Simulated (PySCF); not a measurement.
# Oxygen: a sound run and one with changed settings

Sound run: O²⁺ [He] 2s2 2p2, O³⁺ [He] 2s2 2p1. All numbers are calculated (PySCF 2.14, no relativity, point nucleus, in cc-pVTZ (4s3p2d1f, 30 functions)). In the sound run the correlated levels freeze 1s2. The sound run starts from symmetry-adapted Hartree-Fock orbitals and uses a fine grid where one is needed.

A second run was set up differently.

```tsv
species	method	sound run (hartree)	changed run (hartree)	converged
O²⁺	MP2	-73.17482	-73.10760	yes
O²⁺	CCSD(T)	-73.19778	-73.10908	yes
```

Ionisation energy of O²⁺:

```json
{"method": "UHF", "sound run (eV)": "54.575", "changed run (eV)": "54.575"}
{"method": "MP2", "sound run (eV)": "54.951", "changed run (eV)": "54.781"}
{"method": "SCS-MP2", "sound run (eV)": "54.807", "changed run (eV)": "54.644"}
{"method": "CCSD", "sound run (eV)": "54.738", "changed run (eV)": "54.821"}
{"method": "CCSD(T)", "sound run (eV)": "54.748", "changed run (eV)": "54.821"}
{"method": "CCSDT", "sound run (eV)": "n/a", "changed run (eV)": "54.821"}
{"method": "FCI", "sound run (eV)": "n/a", "changed run (eV)": "54.821"}
```

(1) What was changed?
A. level shift left on
B. minimal basis
C. basis contracted for another Hamiltonian
D. a valence shell is frozen

Answers

(1) D. Freezing a valence shell removes pair correlation that changes on ionisation.
